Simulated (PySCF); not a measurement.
(2S)-1-bromo-2-fluoropropane (C₃H₆BrF), SMILES C[C@H](F)CBr.

Geometry optimised at B3LYP-D3(BJ)/def2-SVP. Other conformers were not sampled.

Two levels are set side by side: PBE/def2-TZVP (PySCF) and B3LYP/def2-TZVP (PySCF). Same geometry, gas phase. Differences are taken from unrounded values.

```json
[
 {"quantity": "orbital gap (eV)", "B3LYP": "7.34"},
 {"quantity": "highest occupied level (eV)", "B3LYP": "-7.91"},
 {"quantity": "lowest empty level (eV)", "B3LYP": "-0.57"},
 {"quantity": "dipole moment (D)", "B3LYP": "0.53"},
 {"quantity": "mean polarisability (bohr³)", "B3LYP": "57.2"}
]
```

**Question.** What does PBE give, and how far is it from B3LYP? (Estimate from the structure and the level; the computed values follow.)

**Answer.** 
```tsv
quantity	PBE	PBE minus B3LYP
orbital gap (eV)	5.50	-1.83
highest occupied level (eV)	-6.85	1.06
lowest empty level (eV)	-1.34	-0.77
dipole moment (D)	0.52	-0.01
mean polarisability (bohr³)	58.7	1.5
```

PBE's occupied levels lie high since its potential decays too fast outside the molecule; exact exchange lowers them and widens the gap. Differences between two approximate levels are no errors against the true value.

Rough cost on one machine, each run with all the roots and properties that it gave: B3LYP against PBE within a factor of 2.
